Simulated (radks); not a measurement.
Values are calculated unless marked as measured or tabulated.
Coulomb parameter of the 3d shell of neutral vanadium in the model configuration [Ar] 3d2 4s2 4p1, as a second difference U = [E(n + 0.5) + E(n - 0.5) - 2 E(n)] / (0.5)^2 with all orbitals relaxed. "Bare": the charge of the atom changes with n. "Screened": the 4p shell takes up the change at fixed total charge, which measures U(3d,3d) + U(4p,4p) - 2 U(3d,4p). Code: a radial shooting solver on a logarithmic mesh with Libxc functionals. Model: Dirac Kohn-Sham, PBE, spin-unpolarised, spherical densities, finite nucleus; open shells are shared between the two j in proportion to 2j + 1; Fermi nuclear charge, rms radius 3.6002 fm.

| case | configuration | E - E(n) (eV) |
|---|---|---|
| start | [Ar] 3d2 4s2 4p1 | 0.000 |
| bare +0.5 | [Ar] 3d2.5 4s2 4p1 | -3.927 |
| bare -0.5 | [Ar] 3d1.5 4s2 4p1 | 6.871 |
| screened +0.5 | [Ar] 3d2.5 4s2 4p0.5 | -3.428 |
| screened -0.5 | [Ar] 3d1.5 4s2 4p1.5 | 4.636 |

U(bare) = 11.778 eV, U(screened by 4p) = 4.830 eV, against the Slater integral F0(3d,3d) = 19.919 eV with frozen orbitals. The step up makes a negative ion, whose loosely bound charge lowers the bare value.
